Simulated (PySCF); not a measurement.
Problem. Give a PBE0-D3(BJ)/def2-SVP geometry of InChI=1S/C4H5B2N/c1-2-3-4-6-7-5/h1,6-7H,5H2.

Solution. 
```xyz
12
C4H5B2N angstrom
B     -2.5802   -0.6119    0.0697
N     -1.1744   -0.4310    0.1317
B     -0.4981    0.6591    0.7478
C      1.0245    0.7325    0.7436
C      2.2493    0.8056    0.7523
C      3.6147    0.8861    0.7594
C      4.8301    0.9556    0.7642
H     -3.2961    0.2159    0.5768
H     -3.0259   -1.5873   -0.4877
H     -0.5932   -1.1424   -0.3032
H     -1.1479    1.5267    1.2770
H      5.9033    1.0175    0.7677
```

Orientation and origin are arbitrary. Atoms count from 1 in this order. B1 (three-coordinate boron) is planar (angles 121.9°, 119.2° and 118.8°, sum 360.0°, 0.00 Å off the plane of its three neighbours). The 3 C–C bonds span 1.217 Å (C6≡C7, drawn triple) to 1.368 Å (C5–C6, drawn single), a spread of 0.151 Å. The 7 heavy atoms lie in one plane (0.001 Å rms). N2 (boron-bound nitrogen) is planar (angles 126.0°, 117.3° and 116.7°, sum 360.0°, 0.00 Å off the plane of its three neighbours).

Bonds between heavy atoms (Å): B1–N2 1.419, N2–B3 1.423, B3–C4 1.524, C4≡C5 1.227, C5–C6 1.368, C6≡C7 1.217.

Computed with PySCF, PBE0-D3(BJ)/def2-SVP geometry optimisation, gas phase.

Point group: Cs (every atom within 0.08 Å of its image). Stationary, but not proved a minimum. The numbers are those of one conformer (B1–N2–B3–C4 180°).
